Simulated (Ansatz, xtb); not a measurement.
## Relative energy of two isomers of BrClGaH3Si

Structure X: `Cl[SiH2][GaH][Br]`, a singlet. Structure Y: `[SiH3][Ga]([Cl])[Br]`, a singlet. Both are isolated molecules in the gas phase, relaxed with PBE0-D3(BJ)/def2-SVP; the shapes shown needn't be the lowest conformers.

X (Å):

```xyz
7

Br   -0.4022   -0.9469   -2.2580
Cl   -1.9693    3.7254    0.6294
Ga   -1.7485    0.7779   -1.5271
Si   -0.6523    2.2179    0.0557
H    -0.2416    1.4616    1.2750
H     0.5581    2.8524   -0.5441
H    -3.1869    0.8038   -2.1372
```

Y (Å):

```xyz
7

Br    1.2562    2.0949   -3.2402
Cl   -2.2936    1.8191   -4.3184
Ga   -0.8567    1.3356   -2.7914
Si   -1.4287    0.0829   -0.8325
H    -2.8074    0.4460   -0.3923
H    -1.3824   -1.3678   -1.1869
H    -0.4440    0.3680    0.2509
```

Question: Which of the two would you expect CCSD(T)/def2-SVP + ΔMP2/def2-TZVPP electronic energies to favour?

Answer: Structure Y; the calculation gives E(Y) − E(X) = −10.5 kcal/mol.

Level by level:

```tsv
level	geometry	E(Y) − E(X) (kcal/mol)	departure from the last row (kcal/mol)	job, with rough time for the two
PBE0-D3(BJ)/def2-SVP	PBE0-D3(BJ)/def2-SVP	−11.8	−1.2	optimisation, 42 s
HF/def2-SVP	PBE0-D3(BJ)/def2-SVP	−12.8	−2.3	part of the CCSD(T) run
MP2/def2-SVP	PBE0-D3(BJ)/def2-SVP	−13.8	−3.2	part of the CCSD(T) run
CCSD(T)/def2-SVP	PBE0-D3(BJ)/def2-SVP	−13.9	−3.3	single point
CCSD(T)/def2-SVP + ΔMP2/def2-TZVPP	PBE0-D3(BJ)/def2-SVP	−10.5		single point, 31 s
```

As drawn, Y has 1 Cl–Ga, 1 Si–H in place of 1 Cl–Si, 1 Ga–H.

The levels shown agree on the order. The largest departure from CCSD(T)/def2-SVP + ΔMP2/def2-TZVPP is that of CCSD(T)/def2-SVP, 3.3 kcal/mol. Levels run at GFN2-xTB geometries aren't shown. The last row adds to CCSD(T) the change of the MP2 difference between the two basis sets, here +3.3 kcal/mol, a large step that makes the value less sure.

With harmonic frequencies from PBE0-D3(BJ)/def2-SVP (ideal gas, rigid rotor, one conformer each, 298.15 K, 1 atm): on the last row, ΔE + ΔZPE = −10.4 kcal/mol. A mode under 50 cm⁻¹ makes harmonic enthalpies and free energies unreliable, so none is given.

The correlated steps freeze 28 core orbitals; the filled d shell of Br and Ga is correlated, in a basis made for valence electrons. Run with Ansatz 0.2.0; the last row on 2 threads of Intel(R) Xeon(R) Platinum 8375C CPU @ 2.90GHz (Ice Lake) on a shared host.
